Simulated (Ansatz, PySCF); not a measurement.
C4H6O, SMILES O=CC1CC1. Atoms are numbered in the order given.

```xyz
11

O      1.6232    -0.6233    -0.3481
C      1.1786     0.3476     0.2204
C     -0.2715     0.6331     0.3709
C     -1.2078    -0.5617     0.5133
C     -1.1911     0.1960    -0.7641
H      1.8645     1.1071     0.6781
H     -0.5232     1.5497     0.9111
H     -2.0579    -0.4458     1.1903
H     -0.7190    -1.5395     0.5284
H     -2.0290     0.8555    -1.0034
H     -0.6909    -0.2653    -1.6199
```

Geometry: B3LYP-D3(BJ)/def2-SVP. The values are those of a single conformer.

Two levels are set side by side: PBE-D3(BJ)/def2-SVP (Ansatz, a first-principles code) and B3LYP-D3(BJ)/def2-SVP (Ansatz). Each level has its own optimised geometry; the coordinates shown are those of the second. Frequencies come from the Hessian of PySCF at each geometry. Differences are taken from unrounded values.

| quantity | B3LYP-D3(BJ) | PBE-D3(BJ) | PBE-D3(BJ) minus B3LYP-D3(BJ) |
|---|---|---|---|
| mean bond length (Å) | 1.256 | 1.263 | 0.007 |
| bond O1–C2 (Å) | 1.210 | 1.220 | 0.010 |
| bond C2–C3 (Å) | 1.486 | 1.488 | 0.002 |
| bond C3–C4 (Å) | 1.525 | 1.530 | 0.005 |
| bond C3–C5 (Å) | 1.525 | 1.530 | 0.005 |
| bond C4–C5 (Å) | 1.485 | 1.488 | 0.003 |
| bond C2–H6 (Å) | 1.121 | 1.132 | 0.011 |
| bond C3–H7 (Å) | 1.093 | 1.101 | 0.008 |
| bond C4–H8 (Å) | 1.093 | 1.101 | 0.008 |
| bond C4–H9 (Å) | 1.093 | 1.102 | 0.008 |
| bond C5–H10 (Å) | 1.093 | 1.101 | 0.008 |
| bond C5–H11 (Å) | 1.093 | 1.102 | 0.008 |
| highest harmonic wavenumber (cm⁻¹) | 3235 | 3174 | -61 |
| mean harmonic wavenumber (cm⁻¹) | 1472 | 1432 | -40 |
| zero-point energy (kcal/mol) | 56.81 | 55.27 | -1.54 |

GGA bonds tend to be longer and softer than those of functionals with exact exchange. Differences between two approximate levels are no errors against the true value.
